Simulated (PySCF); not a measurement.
Spinor energies of Cs⁴⁸⁺ (caesium, charge +48)

Start: [He] 2s2 2p3; 2p1/2 filled at m_j = -1/2, +1/2; 2p3/2 filled at m_j = +3/2. Calculated with PySCF 2.14 in an uncontracted even-tempered set (17 s from 27 bohr⁻², ratio 2.4; 12 p from 36 bohr⁻², ratio 2.4; 5 d from 120 bohr⁻², ratio 2.6; 4 f from 180 bohr⁻², ratio 2.6): generalised Hartree-Fock with the X2C-1e Hamiltonian and a Gaussian nucleus; one run each with spin-orbit coupling (SO) switched off, then screened by Boettger's factors.

```csv
spinor shell,electrons,"ε, spin-free (eV)","ε, screened SO (eV)",weight of nominal j (screened SO),"rms radius, screened SO (bohr)"
1s1/2,2,-40275.5,-40257.2,1.000,0.0297
2s1/2,2,-9321.7,-9316.2,1.000,0.117
2p1/2,2,-8884.2,-9109.3,0.999,0.0995
2p3/2,1,-8884.2,-8735.2,1.000,0.104
```

```
   quantity    spin-free  screened SO
E (hartree)  -4867.94586  -4881.29918
        M_J          3/2          3/2
       ⟨J²⟩        3.750        3.750
       ⟨L²⟩        0.000        2.468
       ⟨S²⟩        3.750        1.524
```

Each row is a mean over spinors that exchange with the open shell spreads, by up to 51.170 eV (2s1/2).

Breit and QED terms are absent; they matter most for the inner s and p1/2 levels.

Densities and radii are taken from the X2C orbitals without a picture-change correction, which distorts them close to the nucleus.

Without spin-orbit coupling the j labels of p, d and f shells carry no meaning; the spin-free column gives the mean over the occupied spinors of each nl shell.
